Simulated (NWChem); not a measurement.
## Ionisation of vinylene carbonate (C3H2O3)

```
C
C 1 1.3370
O 1 1.3760 2 108.45
C 3 1.3700 1 107.88 2 0.00
O 4 1.1868 3 126.32 1 180.00
O 4 1.3700 5 126.32 3 180.00
H 1 1.0857 2 133.61 6 180.00
H 2 1.0857 1 133.61 7 0.00
```
Charge 0, spin multiplicity 1.

Program: NWChem. The geometry was optimised at B3LYP/def2-SVP, a minimum by its harmonic frequencies.

Basis set: def2-TZVP. −ε marks an orbital energy of the parent.

B3LYP has NWChem's definition, with VWN1-RPA local correlation.

**Question.** Order these methods by the first vertical ionisation energy they give, lowest first: −ε(HOMO) of PBE, −ε(HOMO) of LDA (SVWN5), −ε(HOMO) of B3LYP, −ε(HOMO) of PBE0.

**Answer.** −ε(HOMO) of PBE (6.21 eV), −ε(HOMO) of LDA (SVWN5) (6.44 eV), −ε(HOMO) of B3LYP (7.23 eV), −ε(HOMO) of PBE0 (7.42 eV)
